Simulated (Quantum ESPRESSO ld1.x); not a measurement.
Charge is removed step by step from the 3d down level of the iodine ion I26+, starting from [Ar] 3d(up 5, down 4). Method: scalar-relativistic Kohn-Sham, LDA (Slater exchange, VWN5 correlation), spin-polarised, spherical densities, point nucleus; computed with ld1.x of Quantum ESPRESSO 7.5.

removed (e)  E - E(0) (eV)  eigenvalue (eV)  E minus straight line (eV)
0                    0.000          -1441.3                       0.000
0.25                362.64          -1460.8                      -7.324
0.5                 730.15          -1480.3                      -9.778
0.75                1102.6          -1499.9                      -7.343
1                   1479.9          -1519.6                       0.000

Removing the whole electron costs 1479.9 eV by Delta-SCF, against 1441.3 eV from minus the eigenvalue at the starting occupation. Slater's transition state (half an electron removed) gives 1480.3 eV. Integrating minus the eigenvalue over the occupation (Janak's theorem) gives 1480.3 eV. In this scalar-relativistic scheme the density is built from large components alone, so the theorem holds only approximately. The mean slope of the eigenvalue, de/dn, is 78.2 eV per electron. Ionisation energy of I26+ in the NIST Atomic Spectra Database: 1472 eV (theoretical).
